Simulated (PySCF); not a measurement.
C3H10GeO3, singlet, at a GFN2-xTB geometry, atoms displaced at random by about 0.08 Å a coordinate; HF/STO-3G, gradient in PySCF.

Input for PySCF:
```python
from pyscf import gto, scf

mol = gto.Mole()
mol.atom = '''
    Ge   -0.120512   -0.063147    0.428016
    O    -1.330255   -0.872265   -0.023756
    C    -1.468742   -2.376896   -0.236053
    O     1.455721   -0.743680   -0.566411
    C     2.603183    0.018224   -0.662370
    O    -0.074299    1.737704   -0.009989
    C    -1.199095    2.331478    0.268770
    H     0.168766   -0.143977    1.976134
    H    -0.747359   -2.846212   -0.914547
    H    -1.589904   -2.695463    0.702920
    H    -2.398408   -2.428916   -0.809792
    H     3.311893   -0.254451    0.370945
    H     3.236917   -0.683485   -1.421397
    H     2.573555    1.072097   -1.044947
    H    -1.435045    2.701239    1.116982
    H    -2.240342    1.941499   -0.358932
    H    -1.136211    3.312326   -0.564400
'''
mol.basis = 'sto-3g'
mol.charge = 0
mol.spin = 0
mol.verbose = 4
mol.build()

mf = scf.RHF(mol)
mf.kernel()
g = mf.nuc_grad_method()
grad = g.kernel()
```

What does PySCF print? Leave out banner, timings and long lists.


```
PySCF version 2.14.0

[INPUT] verbose = 4
[INPUT] num. atoms = 17
[INPUT] num. electrons = 84
[INPUT] charge = 0
[INPUT] spin (= nelec alpha-beta = 2S) = 0
[INPUT] symmetry False subgroup None
[INPUT] Mole.unit = angstrom
[INPUT] Symbol           X                Y                Z      unit          X                Y                Z       unit  Magmom
[INPUT]  1 Ge    -0.120512000000  -0.063147000000   0.428016000000 AA   -0.227734674724  -0.119330535588   0.808833016932 Bohr   0.0
[INPUT]  2 O     -1.330255000000  -0.872265000000  -0.023756000000 AA   -2.513817625833  -1.648341958044  -0.044892333815 Bohr   0.0
[INPUT]  3 C     -1.468742000000  -2.376896000000  -0.236053000000 AA   -2.775520127646  -4.491682466574  -0.446075520882 Bohr   0.0
[INPUT]  4 O      1.455721000000  -0.743680000000  -0.566411000000 AA    2.750914003778  -1.405351524317  -1.070361663941 Bohr   0.0
[INPUT]  5 C      2.603183000000   0.018224000000  -0.662370000000 AA    4.919302922124   0.034438368894  -1.251697893128 Bohr   0.0
[INPUT]  6 O     -0.074299000000   1.737704000000  -0.009989000000 AA   -0.140404761329   3.283784645561  -0.018876474258 Bohr   0.0
[INPUT]  7 C     -1.199095000000   2.331478000000   0.268770000000 AA   -2.265961147335   4.405854885449   0.507901690499 Bohr   0.0
[INPUT]  8 H      0.168766000000  -0.143977000000   1.976134000000 AA    0.318921519138  -0.272077098237   3.734352045441 Bohr   0.0
[INPUT]  9 H     -0.747359000000  -2.846212000000  -0.914547000000 AA   -1.412303826729  -5.378561172451  -1.728243358043 Bohr   0.0
[INPUT] 10 H     -1.589904000000  -2.695463000000   0.702920000000 AA   -3.004483124350  -5.093686848899   1.328326287479 Bohr   0.0
[INPUT] 11 H     -2.398408000000  -2.428916000000  -0.809792000000 AA   -4.532334254966  -4.589986019574  -1.530285097864 Bohr   0.0
[INPUT] 12 H      3.311893000000  -0.254451000000   0.370945000000 AA    6.258570723864  -0.480842702122   0.700984457277 Bohr   0.0
[INPUT] 13 H      3.236917000000  -0.683485000000  -1.421397000000 AA    6.116886617949  -1.291599460248  -2.686051044278 Bohr   0.0
[INPUT] 14 H      2.573555000000   1.072097000000  -1.044947000000 AA    4.863314116505   2.025969708968  -1.974663644686 Bohr   0.0
[INPUT] 15 H     -1.435045000000   2.701239000000   1.116982000000 AA   -2.711842026426   5.104601906994   2.110790066069 Bohr   0.0
[INPUT] 16 H     -2.240342000000   1.941499000000  -0.358932000000 AA   -4.233632805360   3.668901381117  -0.678283177342 Bohr   0.0
[INPUT] 17 H     -1.136211000000   3.312326000000  -0.564400000000 AA   -2.147127609718   6.259388975276  -1.066561424705 Bohr   0.0

nuclear repulsion = 627.313253223446
number of shells = 36
number of NR pGTOs = 174
number of NR cGTOs = 58
basis = sto-3g
ecp = {}

******** <class 'pyscf.scf.hf.RHF'> ********
method = RHF
initial guess = minao
damping factor = 0
level_shift factor = 0
DIIS = <class 'pyscf.scf.diis.CDIIS'>
diis_start_cycle = 1
diis_space = 8
diis_damp = 0
SCF conv_tol = 1e-09
SCF conv_tol_grad = None
SCF max_cycles = 50
direct_scf = True
direct_scf_tol = 1e-13
Set gradient conv threshold to 3.16228e-05
Initial guess from minao.
init E= -2389.32227767439
  HOMO = -0.401421315872697  LUMO = -0.131705009441854  gap/eV = 7.33935
cycle= 1 E= -2390.90841159875  delta_E= -1.59  |g|= 0.762  |ddm|=  4.9
  HOMO = -0.129939721043849  LUMO = 0.39867341355584  gap/eV = 14.38430
cycle= 2 E= -2391.12417212618  delta_E= -0.216  |g|= 0.22  |ddm|= 1.37
  HOMO = -0.266023550870506  LUMO = 0.351838781082882  gap/eV = 16.81289
cycle= 3 E= -2391.14080520083  delta_E= -0.0166  |g|= 0.0454  |ddm|= 0.338
  HOMO = -0.271612249590653  LUMO = 0.342197718412694  gap/eV = 16.70262
cycle= 4 E= -2391.1420497576  delta_E= -0.00124  |g|= 0.00972  |ddm|= 0.099
  HOMO = -0.272558143264094  LUMO = 0.344146972908603  gap/eV = 16.78140
cycle= 5 E= -2391.14211454201  delta_E= -6.48e-05  |g|= 0.0023  |ddm|= 0.0257
  HOMO = -0.272336072460581  LUMO = 0.343782423412445  gap/eV = 16.76544
cycle= 6 E= -2391.14211770828  delta_E= -3.17e-06  |g|= 0.000727  |ddm|= 0.00544
  HOMO = -0.272502176268093  LUMO = 0.343805230768425  gap/eV = 16.77058
cycle= 7 E= -2391.14211809768  delta_E= -3.89e-07  |g|= 0.000152  |ddm|= 0.00216
  HOMO = -0.272463019838822  LUMO = 0.343816533793953  gap/eV = 16.76982
cycle= 8 E= -2391.14211811842  delta_E= -2.07e-08  |g|= 5.15e-05  |ddm|= 0.0005
  HOMO = -0.272470535325797  LUMO = 0.343818852560772  gap/eV = 16.77009
cycle= 9 E= -2391.14211812057  delta_E= -2.14e-09  |g|= 9.74e-06  |ddm|= 0.000172
  HOMO = -0.272468861809447  LUMO = 0.3438190334815  gap/eV = 16.77005
cycle= 10 E= -2391.14211812066  delta_E= -9.64e-11  |g|= 3.1e-06  |ddm|= 3.1e-05
  HOMO = -0.272468426411939  LUMO = 0.343819290617503  gap/eV = 16.77004
Extra cycle  E= -2391.14211812066  delta_E= 2.73e-12  |g|= 1.6e-06  |ddm|= 7.96e-06
converged SCF energy = -2391.14211812066

******** <class 'pyscf.grad.rhf.Gradients'> for <class 'pyscf.scf.hf.RHF'> ********
unit = Eh/Bohr
--------------- RHF gradients ---------------
         x                y                z
0 Ge    -0.1932355047    -0.0609802695    -0.0297115216
1 O     0.0818486234     0.1208860733     0.0573859900
2 C     0.0130089869    -0.1438420643     0.0992744824
3 O     0.1188978650    -0.0143898874    -0.0397373943
4 C    -0.1293541906     0.0906755127    -0.0254271071
5 O    -0.0997035606     0.1445465054    -0.0088972397
6 C     0.1525125560    -0.0969498998     0.3205054665
7 H     0.0082413557    -0.0024458729     0.0421551465
8 H    -0.0156157267    -0.0042655409    -0.0206861808
9 H     0.0044038825     0.0613747087    -0.0894471762
10 H     0.0061228993     0.0096975117    -0.0103283982
11 H     0.0541302497    -0.0535838820     0.0725431698
12 H     0.0308458564    -0.0606164313    -0.0305677248
13 H    -0.0006314702     0.0166308372    -0.0191742941
14 H     0.0371207354    -0.0537023347    -0.1651707658
15 H    -0.0751201571    -0.0047839261    -0.0698571811
16 H     0.0065275995     0.0517489601    -0.0828592718
----------------------------------------------
```
